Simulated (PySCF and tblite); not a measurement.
The numbers below are computed, except where a source is named.
C9H8O, numbered as in [CH2:1]=[CH:2][C:3](=[O:4])[c:5]1[cH:6][cH:7][cH:8][cH:9][cH:10]1.

The ensemble was built from 90 distance-geometry starts (ETKDG and KDG, MMFF94s, GFN2-xTB) and rests on GFN2-xTB geometries. Free energies are PBE0-D3(BJ)/def2-SVP (IEF-PCM, chloroform) single points with GFN2-xTB rigid-rotor and vibrational terms (modes under about 100 cm⁻¹ blended into free rotors). Symmetry numbers and mirror images are counted. Conformers within 3 kcal/mol (GFN2-xTB free energy) were kept, 8 at most. Programs: PySCF with density fitting and tblite.

Rotational constants are equilibrium values for the commonest isotopes; dipoles come from the energy level named and are polarised by its solvent model.

Torsions listed: C1–C2–C3–O4, O4–C3–C5–C6. Of a mirror pair one member is shown.

```csv
conformer,shape,symmetry,weight %
1,"13°, -149°",C1 (pair),87.6
2,"147°, -33°",C1 (pair),12.4
```

Sets of constants, in random order:

| set | A (MHz) | B (MHz) | C (MHz) | abs μa (D) | abs μb (D) | abs μc (D) |
| --- | --- | --- | --- | --- | --- | --- |
| P | 3453 | 857 | 704 | 1.34 | 3.01 | 0.88 |
| Q | 2595 | 1037 | 810 | 1.69 | 3.58 | 0.94 |

**Question.** Match each set to its conformer.

**Answer.** P is conformer 1, Q is conformer 2.
